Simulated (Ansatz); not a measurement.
Results of the Gaussian-basis code of Ansatz.

`S[SiH2]BCl` at its PBE0-D4/def2-TZVP geometry, where that method's forces vanish. The species carries charge 0 and has multiplicity 1.

```
atom   x (Å)   y (Å)   z (Å)
  S1  -1.407  -1.518  -0.265
 Si2  -0.451   0.119   0.757
  B3   1.275   0.317  -0.250
 Cl4   1.300   1.272  -1.707
  H5  -1.414  -0.900  -1.459
  H6  -0.285  -0.368   2.149
  H7  -1.299   1.340   0.750
  H8   2.282  -0.262   0.024
```

Task: For each bond, give half the difference of the two atoms' forces along it (eV/Å; positive pushes the atoms apart) under PBE-D4, r2SCAN-D4, B3LYP-D4, ωB97M-V in def2-TZVPP. (Estimate.)

Result: The calculation gave: 
```json
{"bond": "S1–Si2", "length (Å)": "2.153", "PBE-D4": "0.20", "r2SCAN-D4": "0.08", "B3LYP-D4": "0.21", "ωB97M-V": "0.06"}
{"bond": "S1–H5", "length (Å)": "1.344", "PBE-D4": "0.25", "r2SCAN-D4": "0.01", "B3LYP-D4": "-0.03", "ωB97M-V": "-0.08"}
{"bond": "Si2–B3", "length (Å)": "2.008", "PBE-D4": "-0.16", "r2SCAN-D4": "-0.05", "B3LYP-D4": "0.00", "ωB97M-V": "0.05"}
{"bond": "Si2–H6", "length (Å)": "1.485", "PBE-D4": "0.11", "r2SCAN-D4": "-0.02", "B3LYP-D4": "-0.11", "ωB97M-V": "-0.13"}
{"bond": "Si2–H7", "length (Å)": "1.487", "PBE-D4": "0.08", "r2SCAN-D4": "-0.02", "B3LYP-D4": "-0.09", "ωB97M-V": "-0.12"}
{"bond": "B3–Cl4", "length (Å)": "1.743", "PBE-D4": "0.18", "r2SCAN-D4": "0.15", "B3LYP-D4": "0.23", "ωB97M-V": "0.12"}
{"bond": "B3–H8", "length (Å)": "1.193", "PBE-D4": "0.09", "r2SCAN-D4": "-0.05", "B3LYP-D4": "-0.17", "ωB97M-V": "-0.17"}
```

B3LYP here is the variant with VWN-RPA as its local correlation; programs differ in this.
